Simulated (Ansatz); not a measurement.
Steps of a relaxation of C₆H₄Si (`C#C[SiH](C#C)C#C`) with RKS PBE0-D4/def2-TZVP.

```sh
$ ansatz run in.yaml --threads 4 --pin off --events-out ev --progress --plain --max-ram 10444MiB
```

```yaml
crystal:
  periodic: [false, false, false]
  atoms:
    - {symbol: C, position_ang: [0.924602, -2.427484, 1.330749]}
    - {symbol: C, position_ang: [0.465669, -1.330288, 1.024497]}
    - {symbol: Si, position_ang: [-0.217837, 0.312669, 0.567914]}
    - {symbol: C, position_ang: [1.094308, 1.321587, -0.229082]}
    - {symbol: C, position_ang: [1.970459, 1.995892, -0.763763]}
    - {symbol: C, position_ang: [-1.616123, 0.093693, -0.603290]}
    - {symbol: C, position_ang: [-2.551259, -0.049356, -1.386414]}
    - {symbol: H, position_ang: [1.330112, -3.395640, 1.596902]}
    - {symbol: H, position_ang: [-0.704772, 1.011349, 1.801666]}
    - {symbol: H, position_ang: [2.743033, 2.587660, -1.238524]}
    - {symbol: H, position_ang: [-3.372891, -0.177082, -2.080055]}
basis:
  gaussian: {orbitals: def2-TZVP}
hamiltonian: {xc: pbe0, dispersion: d4}
relax: {f_tol: 0.005, max_steps: 150}
```

Positions (Å) and forces (eV/Å) along the path, 5 of 5 steps:

```xyz
11
step=1 energy=-14150.9428 eV
C     0.925   -2.427    1.331   -0.611    1.459   -0.404
C     0.466   -1.330    1.024    0.682   -1.621    0.423
Si   -0.218    0.313    0.568    0.007   -0.005   -0.013
C     1.094    1.322   -0.229    1.293    0.973   -0.810
C     1.970    1.996   -0.764   -1.166   -0.894    0.712
C    -1.616    0.094   -0.603   -1.360   -0.224   -1.171
C    -2.551   -0.049   -1.386    1.242    0.191    1.042
H     1.330   -3.396    1.597   -0.235    0.557   -0.148
H    -0.705    1.011    1.802    0.122   -0.177   -0.310
H     2.743    2.588   -1.239   -0.442   -0.335    0.277
H    -3.373   -0.177   -2.080    0.467    0.075    0.402
11
step=2 energy=-14151.0514 eV
C     0.913   -2.400    1.316    0.061   -0.150    0.047
C     0.464   -1.323    1.013   -0.062    0.158   -0.055
Si   -0.215    0.310    0.562    0.025   -0.037   -0.063
C     1.089    1.311   -0.232   -0.127   -0.106    0.068
C     1.949    1.974   -0.755    0.119    0.096   -0.069
C    -1.604    0.091   -0.603    0.142    0.018    0.106
C    -2.523   -0.050   -1.370   -0.130   -0.018   -0.105
H     1.313   -3.356    1.581   -0.059    0.139   -0.036
H    -0.697    1.001    1.782    0.026   -0.036   -0.065
H     2.712    2.561   -1.222   -0.110   -0.083    0.071
H    -3.336   -0.176   -2.053    0.115    0.019    0.102
11
step=3 energy=-14151.0543 eV
C     0.911   -2.396    1.315    0.001   -0.007    0.008
C     0.463   -1.320    1.009   -0.012    0.038   -0.023
Si   -0.213    0.308    0.557    0.005   -0.008   -0.012
C     1.087    1.307   -0.233   -0.031   -0.034    0.009
C     1.947    1.973   -0.753    0.006    0.009    0.000
C    -1.599    0.090   -0.603    0.041    0.001    0.020
C    -2.520   -0.050   -1.367   -0.010    0.001   -0.003
H     1.308   -3.349    1.582    0.001   -0.005    0.004
H    -0.694    0.997    1.774    0.000    0.000    0.000
H     2.707    2.559   -1.215    0.004    0.005    0.000
H    -3.333   -0.174   -2.046   -0.006    0.000   -0.001
11
step=4 energy=-14151.0545 eV
C     0.910   -2.397    1.317    0.002   -0.006    0.001
C     0.465   -1.322    1.002    0.001   -0.004    0.005
Si   -0.210    0.305    0.550    0.000    0.001    0.001
C     1.089    1.303   -0.239    0.004    0.006    0.000
C     1.948    1.976   -0.751    0.005    0.004   -0.003
C    -1.595    0.087   -0.608   -0.007    0.001   -0.001
C    -2.523   -0.050   -1.366   -0.005   -0.001   -0.005
H     1.305   -3.349    1.592   -0.002    0.005    0.000
H    -0.690    0.994    1.768    0.002   -0.003   -0.006
H     2.708    2.568   -1.207   -0.004   -0.002    0.003
H    -3.341   -0.172   -2.038    0.003    0.001    0.004
11
step=5 energy=-14151.0545 eV
C     0.910   -2.398    1.318    0.000    0.000    0.000
C     0.466   -1.323    1.001    0.000    0.000    0.000
Si   -0.209    0.303    0.547    0.001   -0.001   -0.001
C     1.090    1.303   -0.241    0.000    0.000    0.000
C     1.949    1.978   -0.750    0.000    0.000    0.000
C    -1.595    0.086   -0.610    0.000    0.000    0.000
C    -2.525   -0.050   -1.365    0.000    0.000    0.000
H     1.304   -3.349    1.596    0.000    0.000    0.000
H    -0.689    0.993    1.764    0.000    0.000    0.000
H     2.709    2.572   -1.204    0.000    0.000    0.000
H    -3.344   -0.171   -2.036    0.000    0.000    0.000
```

Run time 23 s (4 threads of an Arm Neoverse V2 on a shared host); peak host memory 0.74 GiB.
